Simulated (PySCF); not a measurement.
All of these have the formula C4H7NS2Si. Theory: TDDFT wB97X-D/def2-SVPD, vertical, gas phase, core orbitals frozen in the response (PySCF 2.14.0, density-fitted response routines). Geometries: GFN2-xTB; one conformer of each isolated species. Triplets are in the Tamm–Dancoff approximation. 'Strongest' means the level of largest summed f among the lowest 8 singlets; it needn't be the same kind of state in each.

Question: Rank by computed lowest singlet excitation energy, highest first.
A. `N#C[C@@H]1S[C@@H]1CS[SiH3]`
B. `[SiH3]Nc1cscc1S`
C. `N#CC[Si@@H]1CSCS1`
D. `C=N[Si@H]1SC=C(C)S1`

Answer: C (5.09 eV), B (4.94 eV), A (4.53 eV), D (3.91 eV).

| SMILES | S1 (eV) | strongest (eV) | f (S1) | T1 (eV) | first f ≥ 0.01 (nm) | HOMO (eV) | S1 mainly |
| --- | --- | --- | --- | --- | --- | --- | --- |
| N#CC[Si@@H]1CSCS1 | 5.09 | 6.87 | 0.001 | 4.69 | 199 | -8.72 | H→L (76%) |
| [SiH3]Nc1cscc1S | 4.94 | 5.00 | 0.046 | 3.62 | 251 | -7.72 | H→L (37%) |
| N#C[C@@H]1S[C@@H]1CS[SiH3] | 4.53 | 7.04 | 0.001 | 4.10 | 199 | -8.89 | H-1→L (79%) |
| C=N[Si@H]1SC=C(C)S1 | 3.91 | 5.16 | 0.000 | 3.40 | 240 | -7.64 | H-1→L (96%) |

H and L stand for HOMO and LUMO.
